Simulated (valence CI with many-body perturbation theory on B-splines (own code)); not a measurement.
Lu66+: one-electron terms

Level of theory: relativistic CI+MBPT: three valence electrons over a frozen Dirac-Fock core [He], radial functions for each j: 11 s, 11 p, 10 d, 8 f, 5 g, 2 h, with the one-electron correlation potential Σ1 (screened to all orders), the two-electron term Σ2, the three-electron term Σ3, Breit, model QED; selected single and double excitations, second order for the rest, scaled by the run's own slope (own B-spline code, finite nucleus).

The last digits are not significant, and no measured levels were compared; by estimate large intervals hold to a few tenths of a per cent, small ones and those within an open d or f shell to about a per cent.

These are the spectroscopic orbitals of the CI (the correlating ones are not listed), shaped by the core and the other valence electrons. h is the expectation value of the core's Dirac-Fock operator, without the valence repulsion; Σ1 is computed up to l = 3 at one energy for each symmetry, that of its lowest orbital but kept below the first core excitation, so for empty shells it is not the orbital's own correlation shift; Breit and QED include the response of the core, and the two lowest orbitals of each symmetry also the frequency dependence of Breit exchange, which makes a step in that column.

| Orbital | h (hartree) | Σ1 (cm⁻¹) | Breit (cm⁻¹) | QED (cm⁻¹) | ⟨r⟩ (bohr) |
| --- | --- | --- | --- | --- | --- |
| 2s1/2 | -659.91 | -1513 | 110854 | 134775 | 0.07803 |
| 3s1/2 | -286.49 | -383 | 30805 | 39110 | 0.1819 |
| 4s1/2 | -158.56 | -151 | 12201 | 16018 | 0.3312 |
| 5s1/2 | -100.37 | -74.6 | 6090 | 8053 | 0.5251 |
| 6s1/2 | -69.151 | -42.3 | 3466 | 4601 | 0.7638 |
| 7s1/2 | -50.506 | -26.3 | 2158 | 2872 | 1.047 |
| 2p1/2 | -653.17 | -4305 | 223184 | 5236 | 0.06428 |
| 3p1/2 | -284.61 | -994 | 59482 | 926 | 0.1691 |
| 4p1/2 | -157.8 | -385 | 23515 | 341 | 0.3190 |
| 5p1/2 | -99.983 | -189 | 11692 | 165 | 0.5137 |
| 6p1/2 | -68.933 | -107 | 6642 | 92.4 | 0.7530 |
| 7p1/2 | -50.369 | -66.1 | 4132 | 57.1 | 1.037 |
| 2p3/2 | -606.76 | -2657 | 74852 | 18223 | 0.07115 |
| 3p3/2 | -270.81 | -615 | 20880 | 4828 | 0.1789 |
| 4p3/2 | -152.02 | -239 | 10139 | 1961 | 0.3320 |
| 5p3/2 | -97.043 | -118 | 5109 | 985 | 0.5298 |
| 6p3/2 | -67.241 | -66.9 | 2927 | 564 | 0.7724 |
| 7p3/2 | -49.309 | -41.6 | 1833 | 353 | 1.059 |
| 3d3/2 | -270.18 | -292 | 2223 | -261 | 0.1505 |
| 4d3/2 | -151.75 | -126 | 1225 | -33.4 | 0.3041 |
| 5d3/2 | -96.909 | -65.3 | 604 | -1.8 | 0.5024 |
| 6d3/2 | -67.163 | -37.9 | 365 | 3.4 | 0.7456 |
| 7d3/2 | -49.26 | -23.9 | 236 | 3.8 | 1.033 |
| 3d5/2 | -266.28 | -247 | 721 | 1540 | 0.1538 |
| 4d5/2 | -150.1 | -106 | 398 | 720 | 0.3081 |
| 5d5/2 | -96.062 | -54.7 | 187 | 383 | 0.5073 |
| 6d5/2 | -66.673 | -31.8 | 113 | 225 | 0.7514 |
| 7d5/2 | -48.952 | -20.1 | 73.2 | 143 | 1.040 |
| 4f5/2 | -150.06 | -23.5 | 13.6 | -200 | 0.2644 |
| 5f5/2 | -96.041 | -13.4 | 11.2 | -97.0 | 0.4638 |
| 6f5/2 | -66.662 | -8.1 | 7.0 | -54.2 | 0.7081 |
| 7f5/2 | -48.945 | -5.3 | 4.9 | -33.4 | 0.9969 |
| 4f7/2 | -149.26 | -22.0 | 4.0 | 186 | 0.2666 |
| 5f7/2 | -95.63 | -12.4 | 3.3 | 102 | 0.4664 |
| 6f7/2 | -66.424 | -7.5 | 1.9 | 60.8 | 0.7110 |
| 7f7/2 | -48.795 | -4.9 | 1.4 | 39.0 | 1.000 |
| 5g7/2 | -95.625 |  | 0.1 | -65.4 | 0.4070 |
| 6g7/2 | -66.42 |  | 0.1 | -37.7 | 0.6517 |
| 7g7/2 | -48.793 |  | 0.0 | -23.7 | 0.9411 |
| 5g9/2 | -95.382 |  | 0.0 | 52.5 | 0.4086 |
| 6g9/2 | -66.279 |  | 0.0 | 30.6 | 0.6535 |
| 7g9/2 | -48.704 |  | 0.0 | 19.4 | 0.9432 |
| 6h9/2 | -66.279 |  |  |  | 0.5790 |
| 6h11/2 | -66.186 |  |  |  | 0.5803 |

Among the shells of the start configuration 2s2 2p1, Σ1 is largest in size for 2p1/2, where it is 0.0030 % of h.

Lowest root of each symmetry, sizes in configuration state functions:

| J | Parity | Roots | Reference | Variational | Second order | Change by selected CI (cm⁻¹) | Change by second order (cm⁻¹) |
| --- | --- | --- | --- | --- | --- | --- | --- |
| 1/2 | even | 24 | 82 | 13381 | 8960 | -14156 | 0 |
| 3/2 | even | 29 | 120 | 20911 | 14743 | -8002 | 0 |
| 5/2 | even | 24 | 121 | 23538 | 30175 | -11056 | -1 |
| 7/2 | even | 10 | 89 | 18296 | 22296 | -6329 | -5 |
| 9/2 | even | 4 | 60 | 12079 | 16041 | -11866 | -3 |
| 11/2 | even | 1 | 26 | 5027 | 4969 | -8023 | -2 |
| 1/2 | odd | 22 | 80 | 12765 | 9079 | -12396 | 0 |
| 3/2 | odd | 30 | 122 | 20582 | 17737 | -10857 | 0 |
| 5/2 | odd | 20 | 116 | 21600 | 25032 | -15526 | -1 |
| 7/2 | odd | 10 | 92 | 17145 | 28092 | -10956 | -2 |
| 9/2 | odd | 2 | 55 | 8024 | 8201 | -6280 | -3 |
